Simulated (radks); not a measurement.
Correlation energies from several functionals, in hartree. Species: P [Ne] 3s2 3p3; Te4+ [Kr] 4d10 5s2; N [He] 2s2 2p3; Ar3+ [Ne] 3s2 3p3. All-electron calculation, non-relativistic Kohn-Sham, exchange-only B88, spin-polarised, spherical densities, point nucleus. Program: a radial shooting solver on a logarithmic mesh with Libxc functionals. Every spin shell is full or empty, so the densities are truly spherical. Functionals are evaluated on that one density, not self-consistently.

| functional | P | Te4+ | N | Ar3+ |
|---|---|---|---|---|
| PW92 | -1.1118 | -4.7778 | -0.42560 | -1.2297 |
| PZ | -1.1070 | -4.7769 | -0.42003 | -1.2231 |
| Wigner | -0.68793 | -2.5931 | -0.26691 | -0.71115 |
| Chachiyo | -1.0893 | -4.7180 | -0.41197 | -1.2054 |
| LYP | -0.56682 | -2.5129 | -0.19205 | -0.62037 |
| AM05 | -1.0060 | -4.4551 | -0.37924 | -1.1154 |
| SCAN | -0.52293 | -2.6393 | -0.18004 | -0.56406 |
| r2SCAN | -0.52763 | -2.6547 | -0.18109 | -0.56965 |
| B95 | -0.59971 | -3.2646 | -0.18990 | -0.67698 |
